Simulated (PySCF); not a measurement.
Cl²⁺ (chlorine, charge +2): LDA calculation

Configuration: [Ne] 3s2 3p3, high-spin 4S determinant. Calculation: PySCF 2.14, in cc-pVTZ-DK; the spin-free X2C one-electron Hamiltonian (Gaussian nucleus).

* Total energy: -458.6942 hartree
* One-electron energy: -620.4163 hartree
* Hartree (Coulomb) energy: 187.7891 hartree
* Exchange-correlation energy: -26.0670 hartree
* ⟨S²⟩: 3.7504
* ⟨L²⟩: 0.000
* Sum of ⟨r⟩: 11.17 bohr
* Sum of ⟨r²⟩: 15.38 bohr²
* Langevin diamagnetic susceptibility: -12.2 ×10⁻⁶ cm³/mol
* Time after the integrals: 0.06 s of wall time on 1 thread of AMD EPYC 9R45 96-Core Processor (shared host)

```
shell  electrons  mean orbital energy (eV)  rms radius, mean of both spins (bohr)
 1s α          1                   -2769.5                                  0.105
 1s β          1                   -2768.9                                  0.105
 2s α          1                   -279.60                                  0.485
 2s β          1                   -278.86                                  0.485
 2p α          3                   -219.76                                  0.454
 2p β          3                   -218.86                                  0.454
 3s α          1                   -46.205                                   1.55
 3s β          1                   -42.556                                   1.55
 3p α          3                   -33.020                                   1.71
```

Densities and radii are taken from the X2C orbitals without a picture-change correction, which distorts them close to the nucleus.
